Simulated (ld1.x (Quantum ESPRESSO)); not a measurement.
## What one change does to a pseudopotential (barium, TM)

barium, norm-conserving Troullier–Martins (Kleinman–Bylander form), made with ld1.x (Quantum ESPRESSO) 7.5 (Wu–Cohen, scalar-relativistic). Core [Xe], reference 5d0.5 6s1.5 6p0. Waves: 6p (bound, empty): rc 4.20 bohr; 5d (bound): rc 3.00 bohr; 4f channel at -0.05 Ry: rc 4.35 bohr; 6s (bound): rc 4.20 bohr. Local part: the s channel. Core correction: Bessel-smoothed model core, default radius (core density twice the valence density).

All-electron outer shells of the reference configuration (Wu–Cohen, scalar-relativistic, ld1.x):

```
shell  level (eV)  outermost node (bohr)  outermost maximum (bohr)
   5s      -33.02                   0.80                      1.47
   5p      -18.11                   0.86                      1.67
   6s       -3.00                   1.97                      4.21
   5d       -1.65                   1.00                      2.52
   6p       -1.08                   2.38                      5.47
```

Change: all radii but the core radius scaled by about 0.78 (s 3.28, p 3.28, d 2.34, f 3.40 bohr).

Cutoffs: the cutoffs (Ry, on a coarse ladder) from which the occupation-weighted sum of valence levels, in a spherical-Bessel basis at the reference potential, stays within 10 and 1 mRy of its value at 400 Ry; they do not see the model core or the augmentation charge, which bear on the density cutoff. Errors are all-electron minus pseudo energies relative to the spin-unpolarised reference configuration.

Problem. What does the change do?

Solution. Both files are very soft, the changed one slightly harder (loose and tight cutoff 8 and 10 Ry → 8 and 12 Ry on this coarse ladder); a bound ghost appears in p, which as a rule spoils a file; of the 7 tests that both files solve, the error grows in 0 and shrinks in 6 by more than 15 % and 0.3 meV (median size 29.2 → 21.8 meV). Less of the atom is replaced, so other configurations are described better.

```csv
quantity,base,changed
"cutoff, loose",8 Ry,8 Ry
"cutoff, tight",10 Ry,12 Ry
bound ghosts,none,p
"error for 5d0 6s2 6p0, meV [ΔE -0.65 eV]",-12,-8.8
"error for 5d0 6s1 6p0, meV [ΔE 4.72 eV]",-28,-22
"error for 5d0 6s1.5 6p0, meV [ΔE 1.50 eV]",-16,-11
"error for 5d0 6s0 6p2, meV [ΔE 3.50 eV]",-78,-54
"error for 5d0 6s0 6p1, meV [ΔE 7.29 eV]",-80,-69
"error for 5d1 6s0 6p0, meV [ΔE 5.32 eV]",-29,-22
"error for 5d0 6s1 6p1, meV [ΔE 1.41 eV]",-34,-21
```

Changed file: The cutoffs count occupied waves only; the empty 6p level needs 18 Ry at the loose tolerance. A true bound ghost makes a file unfit for plane-wave use even where its test errors are small: the radial tests pick states by their node count and pass the ghost by.
